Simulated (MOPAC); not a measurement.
MOPAC input (AM1):

```
AM1 1SCF CHARGE=-1 GEO-OK AUX(PRECISION=9) THREADS=1
C2H8BN2

C    -1.63266700 1   -1.10247900 1   -0.09396400 1
C    -0.70820500 1   -0.27288100 1    0.81134600 1
B     0.50269300 1    0.47497700 1    0.01319800 1
N     0.71080700 1    1.82819100 1   -0.10414400 1
N     1.41307000 1   -0.49447600 1   -0.67607200 1
H    -2.10404500 1   -0.46232800 1   -0.84644800 1
H    -1.06263800 1   -1.85863200 1   -0.64037000 1
H    -2.43614500 1   -1.61681000 1    0.45265900 1
H    -1.30676800 1    0.47098000 1    1.35104000 1
H    -0.29403200 1   -0.94136800 1    1.58460900 1
H    -0.02348000 1    2.36636100 1    0.35442200 1
H     1.61564500 1   -1.35633400 1   -0.18628300 1
H     2.27608500 1   -0.06059900 1   -0.97840000 1
```

Output:

```
 *******************************************************************************
 **                                                                           **
 **                              MOPAC v23.2.5                                **
 **                                                                           **
 *******************************************************************************
 ** MOPAC's Digital Object Identifier: https://doi.org/10.5281/zenodo.6511958 **
 **                                                                           **
 ** Please cite the open-source release paper for use of this MOPAC version:  **
 ** J. E. Moussa and J. J. P. Stewart (2026)                                  **
 ** MOPAC: An open-source semiempirical molecular orbital program             **
 ** J. Open Source Softw., 11(119), 8025, https://doi.org/10.21105/joss.08025 **
 *******************************************************************************

                              AM1 CALCULATION RESULTS

 *******************************************************************************
 *  AM1        - The AM1 Hamiltonian to be used
 *  GEO-OK     - OVERRIDE INTERATOMIC DISTANCE AND OTHER SAFETY CHECKS
 *
 *
 *
 *                 CHARGE ON SYSTEM = -1
 *
 *
 *
 *  1SCF       - DO 1 SCF AND THEN STOP
 *  AUX        - OUTPUT AUXILIARY INFORMATION
 *******************************************************************************
AM1 1SCF CHARGE=-1 GEO-OK AUX(PRECISION=9) THREADS=1
 C2H8BN2

   ATOM   CHEMICAL          X               Y               Z
  NUMBER   SYMBOL      (ANGSTROMS)     (ANGSTROMS)     (ANGSTROMS)

     1       C         -1.63266700  *  -1.10247900  *  -0.09396400  *
     2       C         -0.70820500  *  -0.27288100  *   0.81134600  *
     3       B          0.50269300  *   0.47497700  *   0.01319800  *
     4       N          0.71080700  *   1.82819100  *  -0.10414400  *
     5       N          1.41307000  *  -0.49447600  *  -0.67607200  *
     6       H         -2.10404500  *  -0.46232800  *  -0.84644800  *
     7       H         -1.06263800  *  -1.85863200  *  -0.64037000  *
     8       H         -2.43614500  *  -1.61681000  *   0.45265900  *
     9       H         -1.30676800  *   0.47098000  *   1.35104000  *
    10       H         -0.29403200  *  -0.94136800  *   1.58460900  *
    11       H         -0.02348000  *   2.36636100  *   0.35442200  *
    12       H          1.61564500  *  -1.35633400  *  -0.18628300  *
    13       H          2.27608500  *  -0.06059900  *  -0.97840000  *

          CARTESIAN COORDINATES

    NO.       ATOM           X           Y           Z

     1         C         -1.6327     -1.1025     -0.0940
     2         C         -0.7082     -0.2729      0.8113
     3         B          0.5027      0.4750      0.0132
     4         N          0.7108      1.8282     -0.1041
     5         N          1.4131     -0.4945     -0.6761
     6         H         -2.1040     -0.4623     -0.8464
     7         H         -1.0626     -1.8586     -0.6404
     8         H         -2.4361     -1.6168      0.4527
     9         H         -1.3068      0.4710      1.3510
    10         H         -0.2940     -0.9414      1.5846
    11         H         -0.0235      2.3664      0.3544
    12         H          1.6156     -1.3563     -0.1863
    13         H          2.2761     -0.0606     -0.9784

  H: (AM1): M.J.S. DEWAR ET AL, J. AM. CHEM. SOC. 107 3902-3909 (1985)
  B: (AM1): M.J.S. DEWAR ET AL, ORGANOMETALLICS, 7, 513-521 (1988)
  C: (AM1): M.J.S. DEWAR ET AL, J. AM. CHEM. SOC. 107 3902-3909 (1985)
  N: (AM1): M.J.S. DEWAR ET AL, J. AM. CHEM. SOC. 107 3902-3909 (1985)

           Empirical Formula: C2 H8 N2 B  =    13 atoms

      MOLECULAR POINT GROUP   :   C1

      RHF CALCULATION, NO. OF DOUBLY OCCUPIED LEVELS = 15

 -------------------------------------------------------------------------------
 AM1 1SCF CHARGE=-1 GEO-OK AUX(PRECISION=9) THREADS=1
 C2H8BN2

     1SCF WAS SPECIFIED, SO BFGS WAS NOT USED
     SCF FIELD WAS ACHIEVED

                              AM1 CALCULATION
                                                       MOPAC v23.2.5 Linux

          FINAL HEAT OF FORMATION =        -44.02415 KCAL/MOL =    -184.19704 KJ/MOL

          COSMO AREA              =        122.50 SQUARE ANGSTROMS
          COSMO VOLUME            =        109.17 CUBIC ANGSTROMS

          IONIZATION POTENTIAL    =          2.571965 EV
          HOMO LUMO ENERGIES (EV) =         -2.572  8.436
          NO. OF FILLED LEVELS    =         15
          MOLECULAR WEIGHT        =         70.9086         POINT GROUP:  C1

          MOLECULAR DIMENSIONS (Angstroms)

            Atom       Atom       Distance
            H    13    H     8     5.16477
            H    11    H    12     4.06981
            H     6    H    10     2.85970

          SCF CALCULATIONS        =          1

   ATOM   CHEMICAL          X               Y               Z
  NUMBER   SYMBOL      (ANGSTROMS)     (ANGSTROMS)     (ANGSTROMS)

     1       C         -1.63266700  *  -1.10247900  *  -0.09396400  *
     2       C         -0.70820500  *  -0.27288100  *   0.81134600  *
     3       B          0.50269300  *   0.47497700  *   0.01319800  *
     4       N          0.71080700  *   1.82819100  *  -0.10414400  *
     5       N          1.41307000  *  -0.49447600  *  -0.67607200  *
     6       H         -2.10404500  *  -0.46232800  *  -0.84644800  *
     7       H         -1.06263800  *  -1.85863200  *  -0.64037000  *
     8       H         -2.43614500  *  -1.61681000  *   0.45265900  *
     9       H         -1.30676800  *   0.47098000  *   1.35104000  *
    10       H         -0.29403200  *  -0.94136800  *   1.58460900  *
    11       H         -0.02348000  *   2.36636100  *   0.35442200  *
    12       H          1.61564500  *  -1.35633400  *  -0.18628300  *
    13       H          2.27608500  *  -0.06059900  *  -0.97840000  *

                             CARTESIAN COORDINATES

   1    C       -1.632667000    -1.102479000    -0.093964000
   2    C       -0.708205000    -0.272881000     0.811346000
   3    B        0.502693000     0.474977000     0.013198000
   4    N        0.710807000     1.828191000    -0.104144000
   5    N        1.413070000    -0.494476000    -0.676072000
   6    H       -2.104045000    -0.462328000    -0.846448000
   7    H       -1.062638000    -1.858632000    -0.640370000
   8    H       -2.436145000    -1.616810000     0.452659000
   9    H       -1.306768000     0.470980000     1.351040000
  10    H       -0.294032000    -0.941368000     1.584609000
  11    H       -0.023480000     2.366361000     0.354422000
  12    H        1.615645000    -1.356334000    -0.186283000
  13    H        2.276085000    -0.060599000    -0.978400000

           Empirical Formula: C2 H8 N2 B  =    13 atoms

      MOLECULAR POINT GROUP   :   C1

                  EIGENVALUES
 -28.94869 -26.41447 -23.70074 -19.13221 -12.54257 -10.99950 -10.25604  -9.49216
  -8.39442  -7.65581  -7.33001  -6.60767  -5.01588  -3.24842  -2.57197   8.43627
   8.66662   8.88081   9.14305   9.38803   9.62437   9.82901  10.18499  10.62302
  11.37242  11.99605  13.57905  14.75159

              NET ATOMIC CHARGES AND DIPOLE CONTRIBUTIONS

  ATOM NO.   TYPE          CHARGE      No. of ELECS.   s-Pop       p-Pop
    1          C          -0.176953        4.1770     1.21720     2.95975
    2          C          -0.209793        4.2098     1.24285     2.96694
    3          B          -0.045122        3.0451     1.15968     1.88544
    4          N          -0.566765        5.5668     1.74130     3.82546
    5          N          -0.405984        5.4060     1.56843     3.83756
    6          H           0.049967        0.9500     0.95003
    7          H           0.055387        0.9446     0.94461
    8          H           0.005974        0.9940     0.99403
    9          H           0.028649        0.9714     0.97135
   10          H           0.016141        0.9839     0.98386
   11          H           0.039751        0.9602     0.96025
   12          H           0.096087        0.9039     0.90391
   13          H           0.112661        0.8873     0.88734
 DIPOLE           X         Y         Z       TOTAL
 POINT-CHG.    -1.535    -3.512     0.189     3.838
 HYBRID        -0.625    -0.845     1.334     1.699
 SUM           -2.160    -4.357     1.524     5.097

          ATOMIC ORBITAL ELECTRON POPULATIONS

     Atom    s        px        py        pz
    1  C   1.21720   0.97195   0.99259   0.99521
    2  C   1.24285   1.02247   0.96482   0.97965
    3  B   1.15968   0.60475   0.72309   0.55761
    4  N   1.74130   1.31770   1.05870   1.44906
    5  N   1.56843   1.20467   1.10884   1.52405
    6  H   0.95003
    7  H   0.94461
    8  H   0.99403
    9  H   0.97135
   10  H   0.98386
   11  H   0.96025
   12  H   0.90391
   13  H   0.88734

 **********************
 *                    *
 * JOB ENDED NORMALLY *
 *                    *
 **********************

 == MOPAC DONE ==
```

The dipole moment of an ion depends on the origin.

The geometry given is a B3LYP-D3(BJ)/def2-TZVP minimum.
